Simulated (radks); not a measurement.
All-electron atom: Ba XII in [Ar] 3d10 4s1 4p6 4d10 (not the ground configuration). All-electron calculation, scalar-relativistic Kohn-Sham, PBE, spin-polarised, spherical densities, finite nucleus; open shells are filled with parallel spins first (spin-orbit coupling, left out, can overturn this in heavy ions); Fermi nuclear charge, rms radius 4.8378 fm. Program: a radial shooting solver on a logarithmic mesh with Libxc functionals.

Unscreened Slater integrals over Kohn-Sham orbitals (cm^-1). They are taken over the spin-up orbitals.

\begin{tabular}{lr}
integral & value \\ \hline
F0(4d,4d) & 259600 \\
F2(4d,4d) & 133210 \\
F4(4d,4d) & 89534 \\
F0(4d,4p) & 269750 \\
F2(4d,4p) & 139290 \\
G1(4d,4p) & 176980 \\
G3(4d,4p) & 111090 \\
F0(4d,4s) & 276010 \\
G2(4d,4s) & 137330 \\
F0(4d,3d) & 340860 \\
F2(4d,3d) & 83462 \\
F4(4d,3d) & 39386 \\
G0(4d,3d) & 26667 \\
G2(4d,3d) & 32255 \\
G4(4d,3d) & 24940 \\
F0(4p,4p) & 281530 \\
F2(4p,4p) & 148350 \\
F0(4p,4s) & 288660 \\
G1(4p,4s) & 196930 \\
F0(4p,3d) & 361460 \\
F2(4p,3d) & 92596 \\
G1(4p,3d) & 29537 \\
G3(4p,3d) & 29243 \\
F0(4s,4s) & 296520 \\
F0(4s,3d) & 376190 \\
G2(4s,3d) & 31815 \\
F0(3d,3d) & 748430 \\
F2(3d,3d) & 377020 \\
F4(3d,3d) & 241500 \\
\end{tabular}
